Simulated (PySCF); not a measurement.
A structure optimised at B3LYP-D3(BJ)/def2-SVP, used in a PySCF frequency run:

```xyz
10

O      2.8829    -1.1996    -0.4389
C      1.9491    -0.5575    -0.1437
N      0.9975     0.1004     0.1720
Si    -0.4176     1.0312     0.4810
C     -1.9454    -0.0841     0.3447
F     -2.0718    -0.5481    -0.9588
H     -0.3451     1.5842     1.8615
H     -0.5038     2.1268    -0.5185
H     -1.8677    -0.9474     1.0308
H     -2.8586     0.4759     0.6219
```
Charge 0, spin multiplicity 1.

**Question.** Write its SMILES and formula.

**Answer.** O=C=N[SiH2]CF, C2H4FNOSi

**Question.** What are its rotational constants (standard atomic weights)?

**Answer.** 5.4285, 1.4070, 1.1743 GHz
